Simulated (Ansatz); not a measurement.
Compare A (`C=NC[SiH3]`) with its isomer B (`NC1C[SiH2]1`).

Gas-phase electronic energies from Ansatz, PBE0-D4/def2-TZVP geometries. CBS: MP2 limit from def2 TZ/QZ plus the TZ coupled-cluster correction, frozen cores. DFT in def2-TZVPP. B3LYP here is the variant with VWN-RPA as its local correlation; programs differ in this. One conformer a species, not always the lowest.

(1) Which is lower in electronic energy at CCSD(T)/CBS, and by how much? (Estimate.)

(2) Give E(B) − E(A) in kcal/mol with ωB97M-V, B3LYP-D4, MP2/def2-TZVPP, HF/def2-TZVPP, CCSD(T)/def2-TZVPP, CCSD(T)/def2-SVP, PBE0-D4. (Estimate.)

(3) Does the order hold for the free energy at 298.15 K (harmonic terms from PBE0-D4)? (An estimate is asked.)

Largest T1 diagnostic: 0.012.

## Answers

(1) The calculation gave: A, by 7.1 kcal/mol.

(2) The calculation gave: ωB97M-V 6.0, B3LYP-D4 10.0, MP2/def2-TZVPP 5.9, HF/def2-TZVPP 15.3, CCSD(T)/def2-TZVPP 8.7, CCSD(T)/def2-SVP 11.9, PBE0-D4 3.8. None reverses the order clearly.

(3) Ansatz gave: Yes: G(B) − G(A) = +10.4 kcal/mol, for one conformer each.

Leaving LDA and LC-ωPBE aside and taking each functional with its dispersion term where it has one, the values, not all of them listed here, spread over 8.0 kcal/mol, from PBE0-D4 to BLYP-D4. LDA lies −6.0 kcal/mol from PBE without D4. From PBE to PBE0 (25 % exact exchange), in def2-TZVPP and without D4, E(B) − E(A) moves by −1.3 kcal/mol.
